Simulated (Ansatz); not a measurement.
Relaxation of BrCl$_{3}$H$_{3}$NTi (9 atoms, charge 0, multiplicity 1), to a largest force component of 0.03 eV/Å in at most 50 steps.

These are results of Ansatz, RKS PBE/def2-SVP, not measurements.

```xyz
9
Properties=species:S:1:pos:R:3
Ti 0.326 -0.465 -0.457
N 0.043 -0.105 2.755
H -0.871 -0.003 3.214
H 0.677 0.596 3.160
Cl 1.982 0.188 -1.711
Cl -0.781 1.412 -0.146
Cl -1.065 -1.652 -1.639
Br 1.490 -2.301 0.814
H 0.421 -1.043 3.011
```

Problem. Where does it end, and by what steps?

Solution. The run converged. After 16 steps the energy has fallen by 0.958 eV; Br8 moved furthest, 1.37 Å. Joined: Ti1–N2 (3.25 → 2.31 Å).

```csv
step,energy less start (eV),largest force component (eV/Å),accepted
0,0.0000,0.882,yes
1,-0.2341,0.444,yes
2,-0.4617,0.476,yes
3,-0.6568,0.367,yes
4,-0.6408,0.994,no
5,-0.7137,0.112,yes
6,-0.7278,0.151,yes
7,-0.7313,0.037,yes
8,-0.7375,0.290,yes
9,-0.7458,0.263,yes
10,-0.7723,0.299,yes
11,-0.8074,0.374,yes
12,-0.8478,0.469,yes
13,-0.9210,0.198,yes
14,-0.9552,0.102,yes
15,-0.9490,0.241,no
16,-0.9579,0.011,yes
```

```xyz
9
Properties=species:S:1:pos:R:3
Ti 0.570 -0.310 0.044
N -0.205 -0.439 2.213
H -1.146 -0.028 2.289
H 0.412 0.071 2.861
Cl 1.339 -0.184 -2.021
Cl 0.263 1.861 0.408
Cl -1.230 -1.552 -0.345
Br 2.480 -1.377 1.014
H -0.261 -1.415 2.538
```

Whether the end is a true minimum wasn't checked by a vibrational analysis.

Run time: 42 s on 4 threads of Arm Neoverse V2, on a shared host, peak memory 0.26 GiB.
